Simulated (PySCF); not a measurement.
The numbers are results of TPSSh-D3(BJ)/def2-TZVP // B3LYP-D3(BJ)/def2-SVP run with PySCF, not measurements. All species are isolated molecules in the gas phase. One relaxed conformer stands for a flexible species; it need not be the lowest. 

Reference species (SMILES): `Bc1cc2ccc(C=C)cc2s1` (neutral, multiplicity 1).

```
Item                      Result
----------------------  --------
LUMO                    -2.76 eV
S1 oscillator strength     0.143
HOMO–LUMO gap            3.19 eV
```

After one change: the LUMO hardly moves; the S1 oscillator strength decreases by 0.018; the HOMO–LUMO gap falls by 0.08 eV.

Q: Which change was made? The new species is one of these.
(A) `Bc1cc2sccc2cc1C=C`
(B) `Bc1cc2ccsc2cc1C=C`
(C) `Bc1cc(C=C)c2ccsc2c1`
(D) `Bc1cc2c(C=C)cccc2s1`

A: D, `Bc1cc2c(C=C)cccc2s1`
